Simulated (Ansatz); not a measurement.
`O[Si](F)(Br)Br` → Br₂ + `O[Si]F` at 600 K and 1 bar (silylene formation by 1,1-elimination).

Calculated with Ansatz (gas phase, PBE0-D4/def2-TZVP geometries, no zero-point term in ΔE). CBS: MP2 limit from def2 TZ/QZ plus the TZ coupled-cluster correction, frozen cores. This one scheme is used for every species. For Br outer-core shells are correlated without core-valence functions, which leaves a few kJ/mol of doubt a bond. Scalar relativity is left out up to krypton. Each species was taken in one conformer, which may not be the lowest.

```json
{"species": "`O[Si](F)(Br)Br`", "CCSD(T)/CBS energy (Eh)": "-5611.50823", "H − E (kJ/mol)": "105.3", "S (J/(mol·K))": "439.3"}
{"species": "Br₂", "CCSD(T)/CBS energy (Eh)": "-5146.62008", "H − E (kJ/mol)": "22.7", "S (J/(mol·K))": "270.7"}
{"species": "`O[Si]F`", "CCSD(T)/CBS energy (Eh)": "-464.72778", "H − E (kJ/mol)": "73.4", "S (J/(mol·K))": "309.1"}
```

H − E and S are ideal-gas, rigid-rotor, harmonic terms from PBE0-D4/def2-TZVP, for one conformer and one mirror image of each species. 1 Eh = 2625.50 kJ/mol, R = 8.31446 J/(mol·K).

By hand: ΔE, ΔH, ΔS and ΔG.

ΔE = (-5146.62008) + (-464.72778) − (-5611.50823) = 0.16037 Eh = 421.1 kJ/mol. Δ(H − E) = 22.7 + 73.4 − 105.3 = -9.2, so ΔH = 411.9 kJ/mol. ΔS = 270.7 + 309.1 − 439.3 = 140.5 J/(mol·K). ΔG = 411.9 − 600 × (140.5)/1000 = 327.6 kJ/mol.

By hand: the equilibrium constant, and the temperature at which ΔG would vanish if ΔH and ΔS stayed fixed.

log₁₀ K = −ΔG/(RT ln 10) = -28.5. ΔG = 0 at ΔH/ΔS = 2932 K, far beyond where these terms or the molecules hold.

The number of gas molecules changes by +1, which sets the sign of ΔS. A doubt of 5 kJ/mol in ΔE shifts log₁₀ K by 0.4 here. Other conformers and mirror images would add mixing entropy, several J/(mol·K) or more a flexible species. These are equilibria of isolated gas molecules and say nothing of rates. Largest T1 diagnostic: 0.015 (customary marks: 0.02 for closed shells, 0.045 for open ones).
